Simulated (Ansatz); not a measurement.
Two isomers of CH8BFSi2: A = `C[SiH](F)B[SiH3]`, B = `F[SiH2]BC[SiH3]`.

Computed with Ansatz on PBE0-D4/def2-TZVP structures; ΔE is electronic, products minus reactants. CCSD(T)/CBS is the MP2 limit (def2-TZVPP, def2-QZVPP) plus CCSD(T) − MP2 in def2-TZVPP, frozen cores. DFT in def2-TZVPP. B3LYP here is the variant with VWN-RPA as its local correlation; programs differ in this. Each species was taken in one conformer, which may not be the lowest.

(1) Which isomer does CCSD(T)/CBS put lower? Give the gap. (Best estimate.)

(2) Give E(B) − E(A) in kcal/mol with B3LYP-D4, CCSD(T)/def2-TZVPP, CCSD/def2-TZVPP, HF/def2-TZVPP, ωB97M-V, PBE-D4, B2PLYP. (Estimate.)

Largest T1 diagnostic: 0.012.

Results:

(1) Ansatz gave: B, by 6.3 kcal/mol.

(2) Computed: B3LYP-D4 -6.1, CCSD(T)/def2-TZVPP -6.4, CCSD/def2-TZVPP -6.0, HF/def2-TZVPP -5.6, ωB97M-V -7.0, PBE-D4 -5.3, B2PLYP -6.5. None reverses the order clearly.

In def2-TZVPP, CCSD(T) changes the Hartree–Fock value by −0.8 kcal/mol (the triples alone add −0.3 kcal/mol) and MP2 by −2.7 kcal/mol.
